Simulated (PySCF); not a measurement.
# SiAs at PBE0

Computed with PBE0; PySCF, spin-free X2C with a Gaussian nucleus, basis sets Si x2c-TZVPPall, As x2c-TZVPPall.

```
state                                            : ²Σ⁺ (doublet), unpaired electrons σ ↑, a second solution, started from another occupation
bond length                                      : 2.068 Å
harmonic wavenumber                              : 561 cm⁻¹
force constant                                   : 3.78 mdyn/Å
rotational constant Be                           : 0.1936 cm⁻¹
energy of the minimum from ground-state Si + As  : -3.13 eV
bond order (Mayer)                               : 2.81
dipole moment (positive dipole means Si(−)As(+)) : -1.11 D
```

Spin–orbit coupling is left out.
